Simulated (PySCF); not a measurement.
Species: C4H12Si.
Numbering: `[CH3:1][Si:2]([CH3:3])([CH3:4])[CH3:5]` (hydrogens: H6, H7, H8 on C1; H9, H10, H11 on C3; H12, H13, H14 on C4; H15, H16, H17 on C5)

Computed with PySCF 2.14.0, PBE0-D3(BJ)/def2-SVP geometry optimisation, gas phase.

Problem. Give the optimised bond lengths and angles.

Solution. 
| bond | length (Å) |
| --- | --- |
| C1–Si2 and 3 like bonds | 1.884 |
| C1–H6 and 11 like bonds | 1.102 |

Bonds in one row agree within 0.01 Å and their mean is given. A selection of angles:
| angle | degrees |
| --- | --- |
| Si2–C1–H6 | 111.4 |
| H6–C1–H7 | 107.9 |
| C1–Si2–C3 | 109.4 |

All 4 C–Si bonds measure 1.884 to 1.885 Å. Si2 (four-coordinate silicon) is tetrahedral (angles from 109.4° to 109.6°).

Point group: Td (tolerance 0.08 Å). Not checked by PBE0-D3(BJ)/def2-SVP frequencies.

Time: 48 s of wall time; peak memory 0.63 GiB. Hardware: one thread of an Intel Xeon 6975P-C, shared host with 192 logical CPUs at a one-minute load of 76. These figures are those of the optimisation.
